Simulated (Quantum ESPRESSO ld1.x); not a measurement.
The numbers below are computed, except where a source is named.
Question: Tl XLI, 41 electrons, occupied as [Ar] 3d10 4s1 4p6 4d5 5s1 (not the ground configuration). Code: ld1.x of Quantum ESPRESSO 7.5. Model: Dirac Kohn-Sham, Wu-Cohen GGA, spin-unpolarised, spherical densities, point nucleus; open shells fill j = l - 1/2 first. Some entries of the table are withheld. Estimate them.

orbital,occ.,eigenvalue (hartree),<1/r> (bohr^-1)
1s1/2,2,-3208.48,99.53
2s1/2,2,-625.905,24.56
2p1/2,2,-603.491,24.50
2p3/2,4,-527.544,19.69
3s1/2,2,-198.871,9.097
3p1/2,2,-188.951,9.001
3p3/2,4,-171.694,7.754
3d3/2,4,-155.589,(1)
3d5/2,6,-151.889,(2)
4s1/2,1,-87.9024,4.256
4p1/2,2,-83.5826,(3)
4p3/2,4,-78.2288,(4)
4d3/2,4,-71.3567,(5)
4d5/2,1,-70.2295,(6)
5s1/2,1,-48.9779,2.392

Answer: 
(1) 3d3/2 <1/r> (bohr^-1): 7.637
(2) 3d5/2 <1/r> (bohr^-1): 7.358
(3) 4p1/2 <1/r> (bohr^-1): 4.176
(4) 4p3/2 <1/r> (bohr^-1): 3.755
(5) 4d3/2 <1/r> (bohr^-1): 3.631
(6) 4d5/2 <1/r> (bohr^-1): 3.538
